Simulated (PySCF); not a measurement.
**Bond energies at r²SCAN/def2-SVP beside a composite method**

PySCF, lowest determinants of a PBE0 search. The composite is CCSD(T) extrapolated to the basis-set limit from two correlation-consistent sets, with core-valence (CV) and scalar-relativistic (SR) terms as its label shows; it has no spin–orbit coupling and nothing beyond (T).

```json
{"species": "CH", "state (unpaired electrons)": "doublet (π ↑)", "De r²SCAN (eV)": "3.49", "De composite (eV)": "3.65", "composite": "CCSD(T)/CBS(TQ)+CV+SR", "dissociates to": "H + C"}
{"species": "RbCl", "state (unpaired electrons)": "singlet (closed shell)", "De r²SCAN (eV)": "4.25", "De composite (eV)": "4.32", "composite": "CCSD(T)/CBS(DT)+CV", "dissociates to": "Rb + Cl"}
{"species": "InF⁺", "state (unpaired electrons)": "doublet (σ ↑)", "De r²SCAN (eV)": "1.29", "De composite (eV)": "1.11", "composite": "CCSD(T)/CBS(DT)", "dissociates to": "In⁺ + F"}
{"species": "NaSr", "state (unpaired electrons)": "doublet (σ ↑)", "De r²SCAN (eV)": "0.34", "De composite (eV)": "0.19", "composite": "CCSD(T)/CBS(DT)", "dissociates to": "Na + Sr"}
{"species": "BiF", "state (unpaired electrons)": "triplet (π ↑↑)", "De r²SCAN (eV)": "3.66", "De composite (eV)": "3.88", "composite": "CCSD(T)/CBS(DT)", "dissociates to": "Bi + F"}
{"species": "InCl", "state (unpaired electrons)": "singlet (closed shell)", "De r²SCAN (eV)": "4.62", "De composite (eV)": "4.61", "composite": "CCSD(T)/CBS(DT)+CV", "dissociates to": "In + Cl"}
{"species": "PbCl", "state (unpaired electrons)": "doublet (π ↑)", "De r²SCAN (eV)": "3.77", "De composite (eV)": "3.73", "composite": "CCSD(T)/CBS(DT)", "dissociates to": "Pb + Cl"}
{"species": "NaB", "state (unpaired electrons)": "triplet (σ ↑, π ↑)", "De r²SCAN (eV)": "1.15", "De composite (eV)": "0.78", "composite": "CCSD(T)/CBS(DT)+CV+SR", "dissociates to": "Na + B"}
```

**Question.** Does r²SCAN bind more or less than the composite, by how much on average, and where is the difference largest?

**Answer.** r²SCAN/def2-SVP binds about as much on average, method and basis taken together: the mean signed difference is +0.04 eV and the mean absolute one 0.15 eV; it is largest for NaB (+0.37 eV).

The molecules are drawn from runs that passed checks on state, spin purity and fit, so the hardest cases are missing and the errors look smaller than over all diatomics.

Correlated steps freeze the inner cores (1 to 19 orbitals); shallow outer-core shells are correlated. Weak bonds: NaSr. Basis-set superposition, not corrected here, can be much of De in a small basis, most of all at correlated wavefunction levels. Functionals without a dispersion term scatter widely for such bonds, and LDA overbinds them. Spin–orbit coupling is left out, which matters for elements this heavy, above all for dissociation energies. For an ion De counts to the pair picked by the measured ionisation energies or electron affinities, which need not be the lowest pair at this level. Where the molecule has an RHF reference, its open-shell atoms are computed with UHF. States were picked by a PBE0 search and need not be the measured ground states.
